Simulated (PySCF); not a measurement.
## Rotational lines of CsH

Lines J+1 ← J of the vibrational ground state, computed from PBE0 constants of CsH, ¹Σ⁺ (singlet), closed shell (PySCF, spin-free X2C with a Gaussian nucleus, basis sets Cs x2c-TZVPall, H x2c-TZVPall; masses 132.9054 and 1.0078 u), in MHz:

```json
{"J": "0", "ν (MHz)": "162805"}
{"J": "1", "ν (MHz)": "325535"}
{"J": "2", "ν (MHz)": "488115"}
{"J": "3", "ν (MHz)": "650471"}
{"J": "4", "ν (MHz)": "812527"}
```

Problem. Find B0 and the effective bond length r0; with αe = 0.0620 cm⁻¹, find Re.

Solution. ν = 2B0(J+1) − 4D(J+1)³ gives B0 = 2.7155 cm⁻¹. With the reduced mass μred = 1.0002 u, r0 = √(16.8576/(μred·B0)) (u, cm⁻¹, Å) = 2.4913 Å. Be = B0 + αe/2 = 2.7465 cm⁻¹ gives Re = 2.477 Å.

Spin–orbit coupling is left out.
